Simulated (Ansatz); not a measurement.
The cluster PSe₃. Total charge 0; doublet. Geometry r2SCAN-D4/def2-SVP.

| atom | x (Å) | y (Å) | z (Å) |
| --- | --- | --- | --- |
| P1 | -1.5523 | 2.3770 | 0.1281 |
| Se2 | -0.0416 | -1.1836 | -0.8050 |
| Se3 | 1.8254 | -2.1548 | -0.1311 |
| Se4 | -0.2315 | 0.9614 | 0.8080 |

At r2SCAN-D4/def2-TZVP, PBE0-D4/def2-TZVP, BHLYP-D4/def2-TZVP the charge 0 doublet is spin-contaminated (final ⟨S²⟩ up to 1.24, 0.75 for a pure state). Another isomer (doublet) lies 1.22 eV lower at PBE0-D4/def2-TZVP; other spin states weren't run for this one.

Problem. Estimate the α-spin orbital energies around the gap (eV) in Ansatz with PBE-D4/def2-TZVP, r2SCAN-D4/def2-TZVP, PBE0-D4/def2-TZVP, BHLYP-D4/def2-TZVP.

Solution. 
```json
{"orbital": "HOMO−9", "PBE-D4/def2-TZVP": "-15.32", "r2SCAN-D4/def2-TZVP": "-16.03", "PBE0-D4/def2-TZVP": "-17.29", "BHLYP-D4/def2-TZVP": "-19.14"}
{"orbital": "HOMO−8", "PBE-D4/def2-TZVP": "-13.42", "r2SCAN-D4/def2-TZVP": "-13.86", "PBE0-D4/def2-TZVP": "-15.06", "BHLYP-D4/def2-TZVP": "-16.48"}
{"orbital": "HOMO−7", "PBE-D4/def2-TZVP": "-9.37", "r2SCAN-D4/def2-TZVP": "-9.77", "PBE0-D4/def2-TZVP": "-10.64", "BHLYP-D4/def2-TZVP": "-11.64"}
{"orbital": "HOMO−6", "PBE-D4/def2-TZVP": "-8.81", "r2SCAN-D4/def2-TZVP": "-9.18", "PBE0-D4/def2-TZVP": "-10.04", "BHLYP-D4/def2-TZVP": "-11.05"}
{"orbital": "HOMO−5", "PBE-D4/def2-TZVP": "-8.42", "r2SCAN-D4/def2-TZVP": "-8.78", "PBE0-D4/def2-TZVP": "-9.70", "BHLYP-D4/def2-TZVP": "-10.79"}
{"orbital": "HOMO−4", "PBE-D4/def2-TZVP": "-8.03", "r2SCAN-D4/def2-TZVP": "-8.34", "PBE0-D4/def2-TZVP": "-9.20", "BHLYP-D4/def2-TZVP": "-10.15"}
{"orbital": "HOMO−3", "PBE-D4/def2-TZVP": "-7.74", "r2SCAN-D4/def2-TZVP": "-8.07", "PBE0-D4/def2-TZVP": "-8.90", "BHLYP-D4/def2-TZVP": "-9.77"}
{"orbital": "HOMO−2", "PBE-D4/def2-TZVP": "-6.76", "r2SCAN-D4/def2-TZVP": "-7.11", "PBE0-D4/def2-TZVP": "-7.92", "BHLYP-D4/def2-TZVP": "-8.87"}
{"orbital": "HOMO−1", "PBE-D4/def2-TZVP": "-5.50", "r2SCAN-D4/def2-TZVP": "-5.88", "PBE0-D4/def2-TZVP": "-6.66", "BHLYP-D4/def2-TZVP": "-7.65"}
{"orbital": "HOMO", "PBE-D4/def2-TZVP": "-5.21", "r2SCAN-D4/def2-TZVP": "-5.50", "PBE0-D4/def2-TZVP": "-6.14", "BHLYP-D4/def2-TZVP": "-6.93"}
{"orbital": "LUMO", "PBE-D4/def2-TZVP": "-4.55", "r2SCAN-D4/def2-TZVP": "-4.44", "PBE0-D4/def2-TZVP": "-3.79", "BHLYP-D4/def2-TZVP": "-2.85"}
{"orbital": "LUMO+1", "PBE-D4/def2-TZVP": "-3.44", "r2SCAN-D4/def2-TZVP": "-3.42", "PBE0-D4/def2-TZVP": "-2.85", "BHLYP-D4/def2-TZVP": "-1.96"}
{"orbital": "LUMO+2", "PBE-D4/def2-TZVP": "-1.89", "r2SCAN-D4/def2-TZVP": "-1.77", "PBE0-D4/def2-TZVP": "-1.04", "BHLYP-D4/def2-TZVP": "-0.10"}
{"orbital": "LUMO+3", "PBE-D4/def2-TZVP": "-0.63", "r2SCAN-D4/def2-TZVP": "-0.27", "PBE0-D4/def2-TZVP": "0.24", "BHLYP-D4/def2-TZVP": "1.20"}
{"orbital": "LUMO+4", "PBE-D4/def2-TZVP": "2.27", "r2SCAN-D4/def2-TZVP": "2.78", "PBE0-D4/def2-TZVP": "3.08", "BHLYP-D4/def2-TZVP": "3.96"}
{"orbital": "LUMO+5", "PBE-D4/def2-TZVP": "3.14", "r2SCAN-D4/def2-TZVP": "3.63", "PBE0-D4/def2-TZVP": "4.03", "BHLYP-D4/def2-TZVP": "5.06"}
{"orbital": "β HOMO", "PBE-D4/def2-TZVP": "-5.09", "r2SCAN-D4/def2-TZVP": "-5.36", "PBE0-D4/def2-TZVP": "-6.00", "BHLYP-D4/def2-TZVP": "-6.77"}
{"orbital": "β LUMO", "PBE-D4/def2-TZVP": "-4.75", "r2SCAN-D4/def2-TZVP": "-4.66", "PBE0-D4/def2-TZVP": "-3.98", "BHLYP-D4/def2-TZVP": "-3.04"}
```
